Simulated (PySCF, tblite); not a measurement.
Isomers of C5H13FSSi, one GFN2-xTB conformer each. Single-point energies are computed at PBE0/pcSseg-1 (PySCF, gas phase, no added dispersion term), electronic only.

```csv
SMILES,GFN2-xTB relative energy (kcal/mol)
CSC[SiH2]C(C)(C)F,16.8
C[C@@H](F)SCCC[SiH3],11.0
CS[Si](C)(C)CCF,5.7
CCCS[Si@H](C)CF,0.0
C[SiH2]C[C@@H](C)SCF,16.9
```

Conformers: `[CH3:1][S:2][CH2:3][SiH2:4][C:5]([CH3:6])([CH3:7])[F:8]` with C1–S2–C3–Si4 80°, S2–C3–Si4–C5 92°, C3–Si4–C5–C6 -56°; `[CH3:1][C@@H:2]([F:3])[S:4][CH2:5][CH2:6][CH2:7][SiH3:8]` with C1–C2–S4–C5 176°, C2–S4–C5–C6 -77°, S4–C5–C6–C7 -56°, C5–C6–C7–Si8 -62°; `[CH3:1][S:2][Si:3]([CH3:4])([CH3:5])[CH2:6][CH2:7][F:8]` with C1–S2–Si3–C4 56°, S2–Si3–C6–C7 -159°, Si3–C6–C7–F8 -55°; `[CH3:1][CH2:2][CH2:3][S:4][Si@H:5]([CH3:6])[CH2:7][F:8]` with C1–C2–C3–S4 -177°, C2–C3–S4–Si5 -67°, C3–S4–Si5–C6 -44°, S4–Si5–C7–F8 -174°; `[CH3:1][SiH2:2][CH2:3][C@@H:4]([CH3:5])[S:6][CH2:7][F:8]` with C1–Si2–C3–C4 166°, Si2–C3–C4–C5 67°, C3–C4–S6–C7 151°, C4–S6–C7–F8 -68°.

Task: What does PBE0/pcSseg-1 give for the same structures?

Result: 
| SMILES | PBE0/pcSseg-1 E (Eh) | PBE0/pcSseg-1 (kcal/mol) | GFN2-xTB (kcal/mol) | point group |
| --- | --- | --- | --- | --- |
| CS[Si](C)(C)CCF | -985.27894 | 0.0 | 5.7 | C1 |
| CCCS[Si@H](C)CF | -985.25309 | 16.2 | 0.0 | C1 |
| C[SiH2]C[C@@H](C)SCF | -985.22348 | 34.8 | 16.9 | C1 |
| CSC[SiH2]C(C)(C)F | -985.21962 | 37.2 | 16.8 | C1 |
| C[C@@H](F)SCCC[SiH3] | -985.21407 | 40.7 | 11.0 | C1 |

GFN2-xTB puts CCCS[Si@H](C)CF lowest instead; measured from each level's own lowest isomer, the values differ by up to 29.7 kcal/mol (C[C@@H](F)SCCC[SiH3]: 11.0 against 40.7). Neighbours under 2.5 kcal/mol apart (C[SiH2]C[C@@H](C)SCF and CSC[SiH2]C(C)(C)F) can change places with a better method, another conformer or zero-point energy.

Task: Which frontier levels, dipoles and rotational constants go with these structures?

Result: 
```tsv
SMILES	HOMO (eV, PBE0/pcSseg-1)	LUMO (eV)	dipole (D)	A, B, C (MHz)
CS[Si](C)(C)CCF	-6.54	0.72	1.46	2038, 812.5, 770.5
CCCS[Si@H](C)CF	-6.85	0.32	2.42	2743, 618.3, 556.7
C[SiH2]C[C@@H](C)SCF	-6.79	0.63	1.42	2585, 558.2, 535.8
CSC[SiH2]C(C)(C)F	-6.25	0.75	2.01	2674, 700.4, 670.2
C[C@@H](F)SCCC[SiH3]	-6.79	0.76	1.87	3109, 589.0, 564.9
```

Task: What happens when harmonic zero-point energies from GFN2-xTB frequencies are added?

Result: 
| SMILES | ZPE (kcal/mol) | electronic (kcal/mol) | with ZPE (kcal/mol) |
| --- | --- | --- | --- |
| CS[Si](C)(C)CCF | 106.5 | 0.0 | 0.0 |
| CCCS[Si@H](C)CF | 106.2 | 16.2 | 15.9 |
| C[SiH2]C[C@@H](C)SCF | 104.1 | 34.8 | 32.3 |
| CSC[SiH2]C(C)(C)F | 103.8 | 37.2 | 34.5 |
| C[C@@H](F)SCCC[SiH3] | 103.4 | 40.7 | 37.6 |

The zero-point energies span 3.1 kcal/mol. The order is unchanged.
